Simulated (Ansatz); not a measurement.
Reaction (substitution at a C–C bond): `CC(C)=CO` + `O[SiH](F)[SiH3]` → `CO[SiH](F)[SiH3]` + `C/C=C/O`

Program: Ansatz. Geometries: PBE0-D4/def2-TZVP. ΔE: electronic, gas phase. CBS: MP2 limit from def2 TZ/QZ plus the TZ coupled-cluster correction, frozen cores. DFT in def2-TZVPP. B3LYP here is the variant with VWN-RPA as its local correlation; programs differ in this. HSE06 is defined as in plane-wave codes. Each species was taken in one conformer, which may not be the lowest.

`CC(C)=CO`:

Z-matrix (Å, degrees):
```
C
C 1 1.493
H 1 1.096 2 110.7
H 1 1.089 2 111.8 3 121.0
H 1 1.096 2 110.7 3 -118.1
C 2 1.494 1 117.3 3 58.9
C 2 1.329 1 122.4 3 -121.1
H 6 1.092 2 111.9 1 180.0
H 6 1.096 2 111.1 1 -59.3
H 6 1.096 2 111.1 1 59.3
O 7 1.366 2 122.7 1 -0.0
H 7 1.087 2 121.3 1 -180.0
H 11 0.958 7 109.1 2 179.9
```

`O[SiH](F)[SiH3]`:

Z-matrix (Å, degrees):
```
Si
F 1 1.603
Si 1 2.339 2 109.3
O 1 1.636 2 110.2 3 117.2
H 1 1.488 2 105.0 3 -123.8
H 3 1.487 1 109.5 2 -177.0
H 3 1.486 1 110.3 2 62.6
H 3 1.487 1 109.6 2 -57.8
H 4 0.959 1 118.9 2 71.5
```

`CO[SiH](F)[SiH3]`:

Cartesian coordinates in Å:
```
C -1.841 0.809 1.091
O -0.718 0.037 0.718
Si 0.344 0.434 -0.452
F 1.230 1.694 -0.001
Si 1.731 -1.421 -0.766
H -2.320 1.270 0.220
H -2.562 0.152 1.579
H -1.550 1.597 1.792
H -0.396 0.896 -1.659
H 0.920 -2.567 -1.257
H 2.774 -1.106 -1.778
H 2.388 -1.795 0.514
```

`C/C=C/O`:

```xyz
10

C    -1.358    0.271    0.359
C    -0.105   -0.102   -0.358
C     1.100   -0.063    0.199
O     2.279   -0.385   -0.387
H    -2.065   -0.564    0.397
H    -1.147    0.573    1.388
H    -1.873    1.102   -0.133
H    -0.195   -0.422   -1.396
H     1.251    0.246    1.228
H     2.114   -0.655   -1.297
```

```json
{"level": "LDA (SPW92)", "ΔE (kcal/mol)": "15.9", "difference from CCSD(T)/CBS": "0.7"}
{"level": "PBE-D4", "ΔE (kcal/mol)": "14.2", "difference from CCSD(T)/CBS": "-1.0"}
{"level": "revPBE-D4", "ΔE (kcal/mol)": "14.3", "difference from CCSD(T)/CBS": "-0.9"}
{"level": "BLYP-D4", "ΔE (kcal/mol)": "12.6", "difference from CCSD(T)/CBS": "-2.6"}
{"level": "B97M-V", "ΔE (kcal/mol)": "14.4", "difference from CCSD(T)/CBS": "-0.8"}
{"level": "PBE0-D4", "ΔE (kcal/mol)": "14.6", "difference from CCSD(T)/CBS": "-0.6"}
{"level": "r2SCANh-D4", "ΔE (kcal/mol)": "14.6", "difference from CCSD(T)/CBS": "-0.6"}
{"level": "r2SCAN0-D4", "ΔE (kcal/mol)": "14.8", "difference from CCSD(T)/CBS": "-0.4"}
{"level": "BHLYP-D4", "ΔE (kcal/mol)": "13.1", "difference from CCSD(T)/CBS": "-2.1"}
{"level": "CAM-B3LYP-D4", "ΔE (kcal/mol)": "13.2", "difference from CCSD(T)/CBS": "-2.0"}
{"level": "ωB97X-V", "ΔE (kcal/mol)": "13.5", "difference from CCSD(T)/CBS": "-1.7"}
{"level": "ωB97M-V", "ΔE (kcal/mol)": "14.2", "difference from CCSD(T)/CBS": "-1.0"}
{"level": "B2PLYP", "ΔE (kcal/mol)": "13.6", "difference from CCSD(T)/CBS": "-1.6"}
{"level": "PBE-QIDH", "ΔE (kcal/mol)": "15.2", "difference from CCSD(T)/CBS": "0.0"}
{"level": "PBE", "ΔE (kcal/mol)": "13.8", "difference from CCSD(T)/CBS": "-1.4"}
{"level": "revPBE", "ΔE (kcal/mol)": "13.0", "difference from CCSD(T)/CBS": "-2.2"}
{"level": "BLYP", "ΔE (kcal/mol)": "11.7", "difference from CCSD(T)/CBS": "-3.5"}
{"level": "r2SCAN", "ΔE (kcal/mol)": "14.3", "difference from CCSD(T)/CBS": "-0.9"}
{"level": "PBE0", "ΔE (kcal/mol)": "14.3", "difference from CCSD(T)/CBS": "-0.9"}
{"level": "B3LYP", "ΔE (kcal/mol)": "12.5", "difference from CCSD(T)/CBS": "-2.7"}
{"level": "r2SCANh", "ΔE (kcal/mol)": "14.5", "difference from CCSD(T)/CBS": "-0.7"}
{"level": "r2SCAN0", "ΔE (kcal/mol)": "14.7", "difference from CCSD(T)/CBS": "-0.5"}
{"level": "HSE06", "ΔE (kcal/mol)": "14.3", "difference from CCSD(T)/CBS": "-0.9"}
{"level": "BHLYP", "ΔE (kcal/mol)": "12.7", "difference from CCSD(T)/CBS": "-2.5"}
{"level": "CAM-B3LYP", "ΔE (kcal/mol)": "12.9", "difference from CCSD(T)/CBS": "-2.3"}
{"level": "LC-ωPBE", "ΔE (kcal/mol)": "14.4", "difference from CCSD(T)/CBS": "-0.8"}
{"level": "RPA@PBE/def2-TZVPP", "ΔE (kcal/mol)": "13.0", "difference from CCSD(T)/CBS": "-2.2"}
{"level": "HF/def2-SVP", "ΔE (kcal/mol)": "9.6", "difference from CCSD(T)/CBS": "-5.6"}
{"level": "MP2/def2-SVP", "ΔE (kcal/mol)": "14.4", "difference from CCSD(T)/CBS": "-0.8"}
{"level": "CCSD(T)/def2-SVP", "ΔE (kcal/mol)": "12.8", "difference from CCSD(T)/CBS": "-2.4"}
{"level": "HF/def2-TZVPP", "ΔE (kcal/mol)": "11.0", "difference from CCSD(T)/CBS": "-4.2"}
{"level": "SCS-MP2/def2-TZVPP", "ΔE (kcal/mol)": "14.5", "difference from CCSD(T)/CBS": "-0.7"}
{"level": "CCSD/def2-TZVPP", "ΔE (kcal/mol)": "14.2", "difference from CCSD(T)/CBS": "-1.0"}
{"level": "CCSD(T)/def2-TZVPP", "ΔE (kcal/mol)": "14.5", "difference from CCSD(T)/CBS": "-0.7"}
{"level": "HF/def2-QZVPP", "ΔE (kcal/mol)": "11.0", "difference from CCSD(T)/CBS": "-4.2"}
{"level": "MP2/def2-QZVPP", "ΔE (kcal/mol)": "16.5", "difference from CCSD(T)/CBS": "1.3"}
{"level": "SCS-MP2/def2-QZVPP", "ΔE (kcal/mol)": "14.9", "difference from CCSD(T)/CBS": "-0.3"}
{"level": "HF/CBS(def2)", "ΔE (kcal/mol)": "11.0", "difference from CCSD(T)/CBS": "-4.2"}
{"level": "MP2/CBS(def2)", "ΔE (kcal/mol)": "16.8", "difference from CCSD(T)/CBS": "1.6"}
{"level": "CCSD/CBS(def2)", "ΔE (kcal/mol)": "14.9", "difference from CCSD(T)/CBS": "-0.3"}
{"level": "CCSD(T)/CBS", "ΔE (kcal/mol)": "15.2", "difference from CCSD(T)/CBS": "0"}
```

Largest T1 diagnostic among the species: 0.013.

From BLYP to BHLYP (50 % exact exchange), in def2-TZVPP and without D4, ΔE moves by +1.0 kcal/mol. In def2-TZVPP, CCSD(T) changes the Hartree–Fock value by +3.5 kcal/mol (the triples alone add +0.3 kcal/mol) and MP2 by +5.1 kcal/mol.

CCSD(T)/CBS has its own doubt, a few kJ/mol and more with outer-core shells, so smaller differences from it don't rank the levels.
